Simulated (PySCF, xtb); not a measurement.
BFO, SMILES FB=O.

Harmonic wavenumbers (cm⁻¹) from xtb 6.7.1 with GFN2-xTB at its own minimum, in rising order: 420, 420, 1013, 2228.

### Question
What does PBE0-D3(BJ)/def2-TZVP (PySCF) give at its own minimum? (The exact figures need the calculation; the answer reports its results.)

### Answer
514, 514, 1033, 2150. Paired by order, the mean absolute difference is 71 cm⁻¹ and the zero-point energies are 5.8 and 6.0 kcal/mol.
